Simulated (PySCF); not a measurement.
F₄Ge, singlet, geometry from GFN2-xTB; M06/cc-pVDZ in PySCF.

Input for PySCF:
```python
from pyscf import gto, scf, dft

mol = gto.Mole()
mol.atom = '''
    F     1.28249365   -1.06843622   -0.11172530
    Ge   -0.00000000   -0.00000000   -0.00000000
    F     0.58041552    1.56903814    0.00809899
    F    -1.01772117   -0.21135552   -1.31087792
    F    -0.84518800   -0.28924641    1.41450423
'''
mol.basis = 'cc-pvdz'
mol.verbose = 4
mol.build()

mf = dft.RKS(mol)
mf.xc = 'm06'
mf.grids.atom_grid = (30, 110)
mf.kernel()
mf.analyze()
```

Output, abridged:

```
PySCF version 2.14.0

[INPUT] verbose = 4
[INPUT] num. atoms = 5
[INPUT] num. electrons = 68
[INPUT] charge = 0
[INPUT] spin (= nelec alpha-beta = 2S) = 0
[INPUT] symmetry False subgroup None
[INPUT] Mole.unit = angstrom
[INPUT] Symbol           X                Y                Z      unit          X                Y                Z       unit  Magmom
[INPUT]  1 F      1.282493650000  -1.068436220000  -0.111725300000 AA    2.423561754994  -2.019051837366  -0.211130218185 Bohr   0.0
[INPUT]  2 Ge     0.000000000000   0.000000000000   0.000000000000 AA    0.000000000000   0.000000000000   0.000000000000 Bohr   0.0
[INPUT]  3 F      0.580415520000   1.569038140000   0.008098990000 AA    1.096826371247   2.965052363597   0.015304872986 Bohr   0.0
[INPUT]  4 F     -1.017721170000  -0.211355520000  -1.310877920000 AA   -1.923214282472  -0.399404047715  -2.477200251540 Bohr   0.0
[INPUT]  5 F     -0.845188000000  -0.289246410000   1.414504230000 AA   -1.597173843769  -0.546596497414   2.673025596739 Bohr   0.0

nuclear repulsion = 458.527163445269
number of shells = 26
number of NR pGTOs = 181
number of NR cGTOs = 83
basis = cc-pvdz
ecp = {}

******** <class 'pyscf.dft.rks.RKS'> ********
method = RKS
initial guess = minao
damping factor = 0
level_shift factor = 0
DIIS = <class 'pyscf.scf.diis.CDIIS'>
diis_start_cycle = 1
diis_space = 8
diis_damp = 0
SCF conv_tol = 1e-09
SCF conv_tol_grad = None
SCF max_cycles = 50
direct_scf = True
direct_scf_tol = 1e-13
XC library pyscf.dft.libxc version 7.1.2
    S. Lehtola, C. Steigemann, M. J. T. Oliveira, and M. A. L. Marques,  SoftwareX 7, 1–5 (2018)
XC functionals = m06
    Y. Zhao and D. G. Truhlar,  Theor. Chem. Acc. 120, 215 (2008)
    Y. Zhao and D. G. Truhlar,  Theor. Chem. Acc. 120, 215 (2008)
radial grids:
    Treutler-Ahlrichs [JCP 102, 346 (1995); DOI:10.1063/1.469408] (M4) radial grids

becke partition: Becke, JCP 88, 2547 (1988); DOI:10.1063/1.454033
pruning grids: <function nwchem_prune>
grids dens level: 3
symmetrized grids: False
atomic radii adjust function: <function treutler_atomic_radii_adjust>
User specified grid scheme (30, 110)
small_rho_cutoff = 0
Set gradient conv threshold to 3.16228e-05
Initial guess from minao.
tot grids = 12288
init E= -2476.24760646243
  HOMO = -0.538571035866486  LUMO = -0.098033346163624  gap/eV = 11.98764
cycle= 1 E= -2476.15861213154  delta_E= 0.089  |g|= 1.19  |ddm|= 1.94
  HOMO = -0.354492960795605  LUMO = -0.0551114615126029  gap/eV = 8.14659
cycle= 2 E= -2475.82756360665  delta_E= 0.331  |g|= 1.88  |ddm|= 1.92
  HOMO = -0.468348844375635  LUMO = -0.0712816992490919  gap/eV = 10.80475
cycle= 3 E= -2476.41524957426  delta_E= -0.588  |g|= 0.0233  |ddm|= 1.12
  HOMO = -0.462837391621328  LUMO = -0.0642686014992111  gap/eV = 10.84561
cycle= 4 E= -2476.41533898438  delta_E= -8.94e-05  |g|= 0.00868  |ddm|= 0.0287
  HOMO = -0.463719914087734  LUMO = -0.0655189078090963  gap/eV = 10.83560
cycle= 5 E= -2476.41534931633  delta_E= -1.03e-05  |g|= 0.00192  |ddm|= 0.00728
  HOMO = -0.4637821111064  LUMO = -0.0654139662578355  gap/eV = 10.84015
cycle= 6 E= -2476.41534953067  delta_E= -2.14e-07  |g|= 0.00165  |ddm|= 0.00192
  HOMO = -0.463778301694146  LUMO = -0.0653809832184944  gap/eV = 10.84094
cycle= 7 E= -2476.41534996752  delta_E= -4.37e-07  |g|= 4.15e-05  |ddm|= 0.00091
  HOMO = -0.463783444251502  LUMO = -0.0653921388200454  gap/eV = 10.84078
cycle= 8 E= -2476.41534996804  delta_E= -5.26e-10  |g|= 4.6e-06  |ddm|= 6e-05
  HOMO = -0.463783163679371  LUMO = -0.0653909095990324  gap/eV = 10.84081
Extra cycle  E= -2476.41534996804  delta_E= 5.46e-12  |g|= 5.65e-06  |ddm|= 8.77e-06
converged SCF energy = -2476.41534996804
**** SCF Summaries ****
Total Energy =                       -2476.415349968036480
Nuclear Repulsion Energy =             458.527163445268684
One-electron Energy =                -4363.959738453061618
Two-electron Energy =                 1429.017225039756568
Two-electron Coulomb Energy =         1550.130057735596665
DFT Exchange-Correlation Energy =     -121.112832695840126
HOMO-LUMO gap [eV] =                    10.840805413158016
**** MO energy ****
MO #1   energy= -399.22217380581   occ= 2
MO #2   energy= -50.2826854445848  occ= 2
MO #3   energy= -44.6600956864513  occ= 2
MO #4   energy= -44.6600911855675  occ= 2
MO #5   energy= -44.6600905850318  occ= 2
MO #6   energy= -24.8255739984763  occ= 2
MO #7   energy= -24.8254816488333  occ= 2
MO #8   energy= -24.8254610427675  occ= 2
MO #9   energy= -24.8254238144658  occ= 2
MO #10  energy= -6.52601762991715  occ= 2
MO #11  energy= -4.64026285051714  occ= 2
MO #12  energy= -4.64023830984444  occ= 2
MO #13  energy= -4.64022646786969  occ= 2
MO #14  energy= -1.42261193482152  occ= 2
MO #15  energy= -1.42255541231023  occ= 2
MO #16  energy= -1.42253241803746  occ= 2
MO #17  energy= -1.40219275045427  occ= 2
MO #18  energy= -1.40216208945459  occ= 2
MO #19  energy= -1.28952050922712  occ= 2
MO #20  energy= -1.23906146670875  occ= 2
MO #21  energy= -1.23896772033443  occ= 2
MO #22  energy= -1.23894202007956  occ= 2
MO #23  energy= -0.65581588613268  occ= 2
MO #24  energy= -0.550690357449808 occ= 2
MO #25  energy= -0.550591513422635 occ= 2
MO #26  energy= -0.550578896033289 occ= 2
MO #27  energy= -0.488543536189414 occ= 2
MO #28  energy= -0.488501802462163 occ= 2
MO #29  energy= -0.479760206756268 occ= 2
MO #30  energy= -0.479722818322389 occ= 2
MO #31  energy= -0.479706385407441 occ= 2
MO #32  energy= -0.46387629737875  occ= 2
MO #33  energy= -0.463811413375092 occ= 2
MO #34  energy= -0.463783163679371 occ= 2
MO #35  energy= -0.0653909095990324 occ= 0
MO #36  energy= 0.0636029531537418 occ= 0
MO #37  energy= 0.0637193702790746 occ= 0
MO #38  energy= 0.0639472178256417 occ= 0
MO #39  energy= 0.228036852910226  occ= 0
MO #40  energy= 0.280481525756746  occ= 0
MO #41  energy= 0.281138462357215  occ= 0
MO #42  energy= 0.281605734492184  occ= 0
 ** Mulliken pop on meta-lowdin orthogonal AOs  **
 ** Mulliken pop  **
 ** Mulliken atomic charges  **
charge of    0F =     -0.42982
charge of    1Ge =      1.71849
charge of    2F =     -0.42942
charge of    3F =     -0.42934
charge of    4F =     -0.42991
Dipole moment(X, Y, Z, Debye): -0.00018,  0.00415, -0.00388
```
